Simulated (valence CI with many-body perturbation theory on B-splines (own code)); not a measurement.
Forbidden lines of Cr10+

Calculated by relativistic CI+MBPT: four valence electrons over a frozen Dirac-Fock core [Ne], radial functions for each j: 11 s, 11 p, 10 d, 8 f, 5 g, 2 h, with the one-electron correlation potential Σ1 (screened to all orders), the two-electron term Σ2, the three-electron term Σ3, Breit, model QED; selected single and double excitations, second order for the rest, scaled by the run's own slope (own B-spline code, finite nucleus).

No measured levels were compared; by estimate levels of excited configurations hold to 0.05 to 0.15 % of their energy, terms of the ground configuration to about 0.5 %. Among the levels kept, up to 640 cm⁻¹ of a level comes from second order outside the variational space, and about a tenth of that is noise between levels of different J, which matters for small intervals.

Lines 1 to 14 of 14 in falling wavelength, among levels below 1029300 cm⁻¹, chosen from the decays that carry over 1 % of a level's rate. Wavelengths and rates use the calculated energies, so an error of 200 cm⁻¹ moves a line at 397.7 nm by 0.8 % and its rate by three times that or more. Electric multipoles are in the length gauge, E1 and E2 with the static RPA response of the core. Weak lines are less certain than strong ones. Lines between different terms over intervals too small for the method are left out, as are lines whose strength nearly cancels. Branching is blank where the lifetime is uncertain.

| λ vac (nm) | Upper | Lower | Type | A (s⁻¹) | Branch % |
| --- | --- | --- | --- | --- | --- |
| 1806 | 3s²3p² ³P_1 | 3s²3p² ³P_0 | M1 | 3.00e+00 | 100.0 |
| 1584 | 3s²3p3d ³F°_4 | 3s²3p3d ³F°_3 | M1 | 5.09e+00 |  |
| 1546 | 3s²3p² ³P_2 | 3s²3p² ³P_1 | M1 | 3.48e+00 | 100.0 |
| 397.7 | 3s²3p² ¹D_2 | 3s²3p² ³P_2 | M1 | 3.09e+01 | 58.9 |
| 316.3 | 3s²3p² ¹D_2 | 3s²3p² ³P_1 | M1 | 2.15e+01 | 41.0 |
| 262.4 | 3s²3p² ¹S_0 | 3s²3p² ¹D_2 | E2 | 6.67e+00 | 1.6 |
| 143.4 | 3s²3p² ¹S_0 | 3s²3p² ³P_1 | M1 | 4.00e+02 | 97.9 |
| 99.41 | 3s²3p3d ³F°_4 | 3s3p³ ³P°_2 | E2 | 1.62e+01 |  |
| 73.81 | 3s²3p3d ³F°_4 | 3s3p³ ³D°_3 | E2 | 3.32e+00 |  |
| 73.81 | 3s²3p3d ³F°_4 | 3s3p³ ³D°_3 | M1 | 3.19e+00 |  |
| 73.01 | 3s²3p3d ³F°_4 | 3s3p³ ³D°_2 | E2 | 5.58e+00 |  |
| 49.68 | 3s²3p3d ³F°_4 | 3s3p³ ⁵S°_2 | E2 | 1.92e+00 |  |
| 29.22 | 3s²3p3d ³F°_4 | 3s²3p² ¹D_2 | M2 | 2.37e+01 |  |
| 27.22 | 3s²3p3d ³F°_4 | 3s²3p² ³P_2 | M2 | 1.46e+00 |  |
